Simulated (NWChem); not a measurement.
Molecule: ZnH2Se; SMILES [ZnH][SeH]

Results from NWChem. Pople sets run with spherical d functions. Coordinates come from a PBE-D3(BJ)/def2-SVP optimisation. Level B3LYP/6-31G*: energy and gradient on several grids; changes count from the extra-fine grid, which is no exact limit either.

Problem. Which is the coarsest grid (medium; coarse; fine; xcoarse; xfine) from which on the energy stays within 500 μHa and each gradient component within 500 μHa/bohr of xfine?

Solution. medium.
```json
[
 {"grid": "xcoarse", "size of the energy change (μHa)": "300", "largest change of a gradient component (μHa/bohr)": "10000"},
 {"grid": "coarse", "size of the energy change (μHa)": "100", "largest change of a gradient component (μHa/bohr)": "900"},
 {"grid": "medium", "size of the energy change (μHa)": "20", "largest change of a gradient component (μHa/bohr)": "200"},
 {"grid": "fine", "size of the energy change (μHa)": "< 10", "largest change of a gradient component (μHa/bohr)": "< 30"},
 {"grid": "xfine", "size of the energy change (μHa)": "< 10", "largest change of a gradient component (μHa/bohr)": "< 30"}
]
```
